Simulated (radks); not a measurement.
The numbers below are computed, except where a source is named.
The mean radii <r> (bohr) of the occupied orbitals of an atom or ion are listed with their occupations. Level of theory: scalar-relativistic Kohn-Sham, Wu-Cohen GGA, spin-polarised, spherical densities, finite nucleus; Fermi nuclear charge, rms radius of each element as measured or else 0.836 A^(1/3) + 0.57 fm (a radial shooting solver on a logarithmic mesh with Libxc functionals).

orbital  occ.      <r>
1s down     1  0.02410
1s up       1  0.02410
2s up       1   0.1031
2s down     1   0.1031
2p up       3  0.09054
2p down     3  0.09054
3s up       1   0.2725
3s down     1   0.2724
3p up       3   0.2705
3p down     3   0.2704
3d up       5   0.2476
3d down     5   0.2474
4s up       1   0.6228
4s down     1   0.6225
4p up       3   0.6598
4p down     3   0.6595
4d up       5   0.7279
4d down     5   0.7279
5s up       1    1.500
5s down     1    1.511
5p up       3    1.743
5p down     3    1.761
4f up       3    1.128

Name the element and its charge. Open shells, if any, are filled with parallel spins first.

Answer. Z = 59, praseodymium, charge +2: Pr2+ in [Xe] 4f3. The 1s radius gives Z: for a bare nucleus <r> = (2 gamma + 1)/(2Z) with gamma = sqrt(1 - (Z/c)^2), 0.02377 bohr for Z = 59, and screening makes it slightly larger (0.02410 here). The occupations add up to 57, and the charge is Z minus that.
